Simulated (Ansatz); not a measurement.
Job for Ansatz (a first-principles code): FCI/cc-pVDZ on GaH, a point of a bond scan (R = 1.520 Å). The run froze 14 orbitals, filled d shells among them.

Ansatz 0.2 input:
```yaml
crystal:
  periodic: [false, false, false]
  atoms:
    - {symbol: Ga, position_ang: [-0.00000000, -0.00000000, -0.05278299]}
    - {symbol: H, position_ang: [0.00000000, 0.00000000, 1.46736719]}
basis:
  gaussian:
    orbitals: cc-pVDZ
magnetization: {spin_polarized: false}
correlation: {method: fci, electrons: outside_noble_gas}
```

Output:

```
WARN ansatz: RAYON_NUM_THREADS=2 ignored (pool sized by the plan → 2); use --threads N
Functional definition: HF
integrals: 0.01 GiB planned
599 factors; integrals over basis functions are off by at most 1.1e-7 eV
mean field: 0.08 GiB planned
mean field evaluation 1: about -52347.9786 eV, gradient 6.0e0 eV
mean field evaluation 2: about -52347.9813 eV, gradient 6.0e0 eV
mean field evaluation 4: about -52348.2103 eV, gradient 3.2e-1 eV
mean field evaluation 8: about -52348.2111 eV, gradient 2.8e-6 eV
mean field -52348.21109289 eV, -1923.7612747717 hartree, gradient 7.9e-6 eV, S^2 0.000000; 0 other end points of the search recorded, 0 dependent functions left out; unrestricted orbitals would lower it
14 core orbitals not correlated
reference -52348.21109289 eV, -1923.7612747717 hartree; 2, 2 occupied and 16, 16 virtual orbitals, 599 factors
configuration interaction: 0.04 GiB planned
state -52350.13906674 eV, -1923.8321265041 hartree
Total energy: -52350.13906674 eV, -1923.8321265041 hartree
```

The calculation finished and met its thresholds.

Cost: roughly 1.1 core-seconds.
